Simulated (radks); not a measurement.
All-electron atom: Au in [Kr] 4d10 4f14 5s2 5p4 5d10 6s1 6p2 (not the ground configuration).

All-electron calculation, Dirac Kohn-Sham, BLYP, spin-unpolarised, spherical densities, finite nucleus; open shells fill j = l - 1/2 first; Fermi nuclear charge, rms radius 5.4371 fm. Program: a radial shooting solver on a logarithmic mesh with Libxc functionals.

Energy parts (Ry):
total: -38081.0506
kinetic: 43721.7434
electron-nucleus: -95821.3181
Hartree: 14749.9230
exchange-correlation: -731.3989

Orbitals (lengths in bohr, moments of r in powers of bohr; <r^-3> diverges for s and p1/2; r(90%) holds 90 % of the orbital's charge):
orbital,occ.,eigenvalue (Ry),<r^-3>,<r>,r(90%),<r^2>
1s1/2,2,-5926.408,-,0.01687,0.0308,0.0003934
2s1/2,2,-1045.758,-,0.07047,0.110,0.005939
2p1/2,2,-1003.242,-,0.05798,0.0967,0.004201
2p3/2,4,-868.2897,20520,0.06653,0.108,0.005389
3s1/2,2,-247.5743,-,0.1833,0.270,0.03857
3p1/2,2,-228.3731,-,0.1736,0.261,0.03516
3p3/2,4,-198.5954,4769,0.1893,0.283,0.04158
3d3/2,4,-166.5742,832.9,0.1648,0.256,0.03189
3d5/2,6,-160.1729,690.8,0.1696,0.263,0.03364
4s1/2,2,-54.51648,-,0.4069,0.584,0.1871
4p1/2,2,-46.31300,-,0.4093,0.595,0.1908
4p3/2,4,-39.16832,1147,0.4434,0.643,0.2235
4d3/2,4,-25.71185,179.7,0.4518,0.675,0.2361
4d5/2,6,-24.38075,145.7,0.4629,0.691,0.2476
4f5/2,6,-7.11631,30.37,0.4936,0.792,0.2948
4f7/2,8,-6.83507,28.86,0.5004,0.803,0.3030
5s1/2,2,-8.84046,-,0.9196,1.31,0.9483
5p1/2,2,-6.14200,-,0.9896,1.43,1.105
5p3/2,2,-4.87892,199.9,1.082,1.57,1.324
5d3/2,4,-1.21243,19.18,1.422,2.17,2.369
5d5/2,6,-1.07457,15.05,1.476,2.26,2.559
6s1/2,1,-0.70904,-,2.536,3.75,7.329
6p1/2,2,-0.25292,-,3.398,5.24,13.54
6p3/2,0,-0.17637,11.08,3.944,6.13,18.32

The highest occupied level is 6p1/2 at -3.441 eV. Summed over all electrons, <r^2> = 74.95 bohr^2, which gives a Langevin (diamagnetic) susceptibility term of -59.4 x 10^-6 cm^3/mol. The electron density at the nucleus is 2.144e+06 e/bohr^3. The density falls to 0.001 e/bohr^3 at r = 4.79 bohr.
